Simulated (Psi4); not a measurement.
C$_{4}$H$_{12}$O$_{4}$Si, charge +1, doublet, geometry from GFN2-xTB (a state made from the parent by changing its charge; the spin is typed, not shown lowest), with bond 11-1 at 1.3 times its length. Base run: Psi4 with HF/6-31G.

Here is a job for Psi4.
```
memory 2 GB

molecule mol {
1 2
C    -0.116706   -2.242787   -1.651739
O    -0.102681   -0.884679   -1.351158
Si    0.000960   -0.000444   -0.000586
O    -0.638942    1.452848   -0.306087
C    -1.695809    1.935980   -1.071502
O    -0.777748   -0.797089    1.171520
C    -0.745073   -0.806141    2.562597
O     1.529156    0.224391    0.479747
C     2.548875    1.116982    0.165966
H    -0.545754   -2.834316   -0.843363
H     1.207793   -2.688413   -1.933802
H    -0.700107   -2.371217   -2.570587
H    -1.452188    2.965517   -1.356640
H    -2.607337    1.977752   -0.463394
H    -1.867543    1.326179   -1.958175
H     0.248344   -0.576683    2.947317
H    -1.474361   -0.088411    2.956837
H    -1.062707   -1.801419    2.892949
H     3.180563    0.695770   -0.625347
H     2.160172    2.087032   -0.142859
H     3.179340    1.223627    1.056063
}

set {
  basis 6-31g
  reference uhf
}

energy('scf')
print_variables()
```

Variants of this job, named by their change:

```csv
change,ΔE vs base (mEh),SCF cycles,basis functions,outcome
base,0.000,17,109,converged
level_shift = 1.0,0.000,17,109,converged
scf_initial_accelerator = ediis,0.000,17,109,converged
scf_type = dfdirj+link,-0.541,17,109,converged
e_convergence = 1e-8,0.000,21,109,converged
puream = false,0.000,17,109,converged
basis_guess = sto-3g,0.000,12,109,converged
e_convergence = 1e-10,0.000,23,109,converged
scf_type = direct,-0.417,19,109,converged
damping_percentage = 20,-,-,109,not converged
cholesky_tolerance = 1e-3 (with scf_type cd),23.331,17,109,converged
guess = sapgau,0.000,19,109,converged
puream = true,0.006,17,109,converged
```

Open shells are given as the SCF converged; they aren't shown to be the lowest states, and a large step between rows can be another state.
